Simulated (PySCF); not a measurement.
**Radial density of Sb²⁺ (antimony, charge +2)**

PBEsol, [Kr] 4d10 5s1 5p1 6s1, high-spin 4P determinant (an excited configuration). Computed with PySCF 2.14 in aug-cc-pVTZ-PP with ECP28MDF (6s5p4d2f, 55 functions), with a scalar-relativistic core potential. This is the valence pseudo-density: the core potential removes the inner electrons and smooths the orbitals near the nucleus.

```json
{"r (bohr)": "0.00430", "4πr²ρ (e/bohr)": "2.497e-05", "4πr²(ρα − ρβ)": "0.0000"}
{"r (bohr)": "0.00723", "4πr²ρ (e/bohr)": "6.547e-05", "4πr²(ρα − ρβ)": "0.0000"}
{"r (bohr)": "0.0122", "4πr²ρ (e/bohr)": "0.0001534", "4πr²(ρα − ρβ)": "0.0000"}
{"r (bohr)": "0.0204", "4πr²ρ (e/bohr)": "0.0002991", "4πr²(ρα − ρβ)": "0.0000"}
{"r (bohr)": "0.0344", "4πr²ρ (e/bohr)": "0.0005076", "4πr²(ρα − ρβ)": "0.0001"}
{"r (bohr)": "0.0578", "4πr²ρ (e/bohr)": "0.0008377", "4πr²(ρα − ρβ)": "0.0001"}
{"r (bohr)": "0.0973", "4πr²ρ (e/bohr)": "0.003304", "4πr²(ρα − ρβ)": "0.0001"}
{"r (bohr)": "0.164", "4πr²ρ (e/bohr)": "0.03440", "4πr²(ρα − ρβ)": "0.0002"}
{"r (bohr)": "0.275", "4πr²ρ (e/bohr)": "0.5466", "4πr²(ρα − ρβ)": "0.0062"}
{"r (bohr)": "0.463", "4πr²ρ (e/bohr)": "8.177", "4πr²(ρα − ρβ)": "0.1551"}
{"r (bohr)": "0.779", "4πr²ρ (e/bohr)": "24.59", "4πr²(ρα − ρβ)": "0.1090"}
{"r (bohr)": "1.31", "4πr²ρ (e/bohr)": "8.760", "4πr²(ρα − ρβ)": "0.5624"}
{"r (bohr)": "2.20", "4πr²ρ (e/bohr)": "1.588", "4πr²(ρα − ρβ)": "1.1496"}
{"r (bohr)": "3.71", "4πr²ρ (e/bohr)": "0.4495", "4πr²(ρα − ρβ)": "0.4473"}
{"r (bohr)": "6.23", "4πr²ρ (e/bohr)": "0.1067", "4πr²(ρα − ρβ)": "0.1067"}
{"r (bohr)": "10.5", "4πr²ρ (e/bohr)": "0.001069", "4πr²(ρα − ρβ)": "0.0011"}
```

Energies and moments cover only the electrons outside the core potential. The outer electron is Rydberg-like, and this basis confines it to a smaller radius and binds it less than a complete one would.
